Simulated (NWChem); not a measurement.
Molecule: silole (C$_{4}$H$_{6}$Si); SMILES [SiH2]1C=CC=C1

```xyz
11

C      0.0000     0.7405     1.3015
C      0.0000     1.3553     0.0998
Si     0.0000     0.0000    -1.1948
C      0.0000    -1.3553     0.0998
C      0.0000    -0.7405     1.3015
H      0.0000     1.2805     2.2554
H      0.0000     2.4423    -0.0021
H      1.2109     0.0000    -2.0732
H     -1.2109     0.0000    -2.0732
H      0.0000    -2.4423    -0.0021
H      0.0000    -1.2805     2.2554
```
Atoms are numbered in this order, from 1.

Level: PBE0/def2-SVP (NWChem), optimised geometry, unscaled harmonic frequencies. 

Question: List the harmonic frequencies with IR intensities, and the thermochemistry.

Answer: 
| frequency (cm⁻¹) | IR intensity (km/mol) |
|---|---|
| 244 | 0.3 |
| 381 | 0.0 |
| 496 | 17.1 |
| 547 | 4.1 |
| 628 | 2.5 |
| 679 | 0.0 |
| 704 | 10.2 |
| 735 | 162.2 |
| 760 | 0.1 |
| 768 | 0.0 |
| 884 | 78.9 |
| 934 | 73.4 |
| 971 | 30.1 |
| 1010 | 0.1 |
| 1011 | 0.0 |
| 1096 | 10.9 |
| 1106 | 3.0 |
| 1296 | 4.9 |
| 1363 | 13.8 |
| 1592 | 4.3 |
| 1652 | 1.1 |
| 2224 | 103.7 |
| 2227 | 95.9 |
| 3174 | 9.0 |
| 3188 | 19.2 |
| 3239 | 1.0 |
| 3240 | 1.1 |

The zero-point energy is 51.7 kcal/mol. The thermal correction to the enthalpy at 298.15 K (with zero-point energy) comes out as 55.4 kcal/mol and the heat capacity Cv is 19.6 cal/(mol K). The entropy at 298.15 K and 1 atm (symmetry number 2) is 69.9 cal/(mol K) and the dipole moment is 0.58 D.

Rigid rotor and harmonic oscillator.
